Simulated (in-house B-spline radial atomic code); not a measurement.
# RPA and G0W0 on wB97X: the tellurium ion Te⁴⁺

Configuration [Kr] 4d10 5s2, mean-field start wB97X. Computed with a B-spline radial code for spherical atoms: all electrons, scalar-relativistic (spin-free one-electron X2C), finite nucleus, each spin shell either full or empty, empty states to l = 9 with an (l + 1/2)⁻⁴ tail; G0W0 by contour deformation at full frequency.

Command:
```bash
python run_gw.py task.json out
```
Settings (radii: box in bohr, nucleus in fm):
```
Z                        52
electrons                48
configuration            [Kr] 4d10 5s2
hamiltonian              x2c
method                   wb97x
lmax                     9
rms_radius               4.7423
spin_polarised           False
box_radius               11.96
intervals                67
ion_configuration        [Kr] 4d10 5s1
```

Cost of the run: 8.2 s on 1 thread of Arm Neoverse V1, with other jobs on the host.

Energies (hartree):

| term | value |
| --- | --- |
| mean-field total | -6790.67250 |
| Hartree-Fock functional on these orbitals | -6787.65143 |
| direct second order | -4.2367 |
| second-order exchange | 1.1634 |
| SOSEX correction | 1.09 |

Question: What is the RPA correlation energy, and what remains with SOSEX?

Answer: RPA gives -3.7595 hartree (-2.13 eV per electron); RPA + SOSEX gives -2.6695, and the second-order doubles -3.0732 hartree (no singles). RPA lacks exchange-type terms and so overcorrelates at short range.

Quasi-particle levels (eV):

| level | occupied | mean field | Σx - vxc | Σc | QP weight | G0W0 |
| --- | --- | --- | --- | --- | --- | --- |
| 5s | yes | -56.93 | 0.50 | ? | ? | ? |
| 4d | yes | -90.07 | -5.64 | 0.51 | 0.929 | -95.20 |
| 5p | no | -37.83 | 2.24 | -1.47 | 0.971 | -37.06 |

G0W0 = mean field + (Σx - vxc) + Σc, with Σc (partial-wave tail included) taken at the quasi-particle energy. Only the outer levels were computed. Levels of low weight are left out.

Question: Where does G0W0 put 5s?

Answer: At -58.76 eV, with Σc = -2.33 eV and a quasi-particle weight of 0.970. The tabulated removal energy is 59.3 ± 0.9 eV (NIST, measured); the calculation leaves out spin-orbit coupling, Breit and QED terms, and what these don't explain is the method's own error.

Question: What does it cost to remove one electron (to [Kr] 4d10 5s1) by differences of total energies, each species on its own start (correlation terms add to the Hartree-Fock functional)?

Answer: wB97X 58.34 eV, Hartree-Fock functional 56.21 eV, + RPA 58.54 eV, + RPA + SOSEX 58.05 eV, + second order 59.14 eV. Tabulated: 59.3 ± 0.9 eV (NIST, measured); the calculation leaves out spin-orbit coupling, Breit and QED terms, and what these don't explain is the method's own error.
